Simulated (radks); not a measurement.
The numbers below are computed, except where a source is named.
The iodine anion I-, [Xe], held by a Watson sphere: a shell of charge +1 at radius R that stands for the Madelung well of a crystal (potential energy -1/R inside, -1/r outside, in hartree with lengths in bohr). Code: a radial shooting solver on a logarithmic mesh with Libxc functionals. Model: scalar-relativistic Kohn-Sham, PBE, spin-polarised, spherical densities, finite nucleus; Fermi nuclear charge, rms radius of each element as measured or else 0.836 A^(1/3) + 0.57 fm. Response by self-consistent Sternheimer equations with the Hartree and adiabatic LDA kernel, the relativistic mass of each level held fixed and spin-orbit coupling left out. The sphere does not respond.

R (bohr)  e(4d) (eV)  e(5s) (eV)  e(5p) (eV)  <r> 5p (bohr)  sum of <r^2> (bohr^2)  X-ray form factor at sin(theta)/lambda = 0.1 1/angstrom  alpha (bohr^3)
2.97         -49.173     -17.102      -7.186          2.536                  71.19                                                   49.636           41.02
3.36         -48.846     -16.629      -6.780          2.574                  72.80                                                   49.577           45.25
3.68         -48.576     -16.268      -6.445          2.600                  73.92                                                   49.539           48.79
3.99         -48.313     -15.941      -6.129          2.621                  74.86                                                   49.510           52.19
4.26         -48.086     -15.674      -5.865          2.636                  75.56                                                   49.489           55.07
5.21         -47.341     -14.853      -5.040          2.672                  77.33                                                   49.446           64.13
5.73         -46.981     -14.476      -4.658          2.683                  77.95                                                   49.434           68.26
5.91         -46.865     -14.356      -4.536          2.686                  78.13                                                   49.431           69.54
